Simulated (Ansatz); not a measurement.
`B[CH2][SnH3]` + `[OH][GeH2][F]` → `B[O][GeH2][F]` + `[CH3][SnH3]` at 600 K and 1 bar (ligand exchange at a B–C bond).

Computed with Ansatz on PBE0-D4/def2-TZVP structures; ΔE is electronic, products minus reactants. CCSD(T)/CBS adds triple-zeta CCSD(T) − MP2 to the extrapolated MP2 energy (def2 sets, frozen cores). Elements past krypton have def2 core potentials. For Ge, Sn outer-core shells are correlated without core-valence functions, which leaves a few kJ/mol of doubt a bond. Scalar relativity is left out up to krypton. One conformer a species, not always the lowest.

| species | CCSD(T)/CBS energy (Eh) | H − E (kJ/mol) | S (J/(mol·K)) |
| --- | --- | --- | --- |
| `B[CH2][SnH3]` | -281.04910 | 234.0 | 413.5 |
| `[OH][GeH2][F]` | -2252.93819 | 124.2 | 350.1 |
| `B[O][GeH2][F]` | -2278.36226 | 166.6 | 402.6 |
| `[CH3][SnH3]` | -255.66383 | 191.1 | 350.4 |

H − E and S are ideal-gas, rigid-rotor, harmonic terms from PBE0-D4/def2-TZVP, for one conformer and one mirror image of each species. 1 Eh = 2625.50 kJ/mol, R = 8.31446 J/(mol·K).

**Question.** By hand: ΔE, ΔH, ΔS and ΔG.

**Answer.** ΔE = (-2278.36226) + (-255.66383) − (-281.04910) − (-2252.93819) = -0.03880 Eh = -101.9 kJ/mol. Δ(H − E) = 166.6 + 191.1 − 234.0 − 124.2 = -0.5, so ΔH = -102.4 kJ/mol. ΔS = 402.6 + 350.4 − 413.5 − 350.1 = -10.6 J/(mol·K). ΔG = -102.4 − 600 × (-10.6)/1000 = -96.0 kJ/mol.

**Question.** By hand: the equilibrium constant, and the temperature at which ΔG would vanish if ΔH and ΔS stayed fixed.

**Answer.** log₁₀ K = −ΔG/(RT ln 10) = 8.4. ΔG = 0 at ΔH/ΔS = 9660 K, far beyond where these terms or the molecules hold.

The number of gas molecules stays the same, so ΔS is small and ΔH decides. A doubt of 5 kJ/mol in ΔE shifts log₁₀ K by 0.4 here. Other conformers and mirror images would add mixing entropy, several J/(mol·K) or more a flexible species. Modes under 60 cm⁻¹, often nearly free rotors, make the harmonic entropy too high. These are equilibria of isolated gas molecules and say nothing of rates. Largest T1 diagnostic: 0.013 (customary marks: 0.02 for closed shells, 0.045 for open ones).
